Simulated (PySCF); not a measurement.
Atoms are numbered as in `[CH3:1][n:2]1[n:3][c:4]([Cl:5])[c:6]2[cH:7][cH:8][cH:9][cH:10][c:11]12` (H(Xn): hydrogen on atom n).

All values are calculated (PySCF 2.14.0 with density-fitted response routines): GFN2-xTB structure, shielding tensors at PBE0/pcSseg-1 (GIAO). Gas phase, non-relativistic Hamiltonian, one averaged value for each set of equivalent atoms, a single conformation.

Predict the 2D correlation tables (HSQC, COSY, HMBC).

## Answers



HSQC (one-bond C–H):
| δH | δC |
| --- | --- |
| 8.07 (H(C7)) | 125.8 (C7) |
| 7.70 (H(C9)) | 131.3 (C9) |
| 7.54 (H(C8)) | 125.7 (C8) |
| 7.52 (H(C10)) | 112.7 (C10) |
| 4.18 (H(C1)) | 37.1 (C1) |

COSY cross peaks (H two or three bonds apart, from the bond graph; peaks can be absent where the dihedral angle is near 90°):
| δH | δH |
| --- | --- |
| 8.07 (H(C7)) | 7.54 (H(C8)) |
| 7.70 (H(C9)) | 7.54 (H(C8)) |
| 7.70 (H(C9)) | 7.52 (H(C10)) |

HMBC (two and three bonds, from the bond graph):
| δH | δC |
| --- | --- |
| 8.07 (H(C7)) | 145.1 (C11), 141.3 (C4), 131.3 (C9), 128.6 (C6), 125.7 (C8) |
| 7.70 (H(C9)) | 145.1 (C11), 125.8 (C7), 125.7 (C8), 112.7 (C10) |
| 7.54 (H(C8)) | 131.3 (C9), 128.6 (C6), 125.8 (C7), 112.7 (C10) |
| 7.52 (H(C10)) | 145.1 (C11), 131.3 (C9), 128.6 (C6), 125.7 (C8) |
| 4.18 (H(C1)) | 145.1 (C11) |

δ = σ(ref) − σ, references computed at the same level: TMS for 1H and 13C.

Carbons that carry Cl, above all several Cl atoms, come out too deshielded, partly because spin–orbit coupling is missing. Shifts are as computed. Against solution values, carbons near 30 ppm lie about +3 ppm off and those near 130 ppm about +5 ppm; carbons on Cl a further +6 ppm. Of 1211 compounds with measured shifts, 218 miss one by over three times the rms of a fit or turn the order of signals round; such compounds aren't used in these exercises.
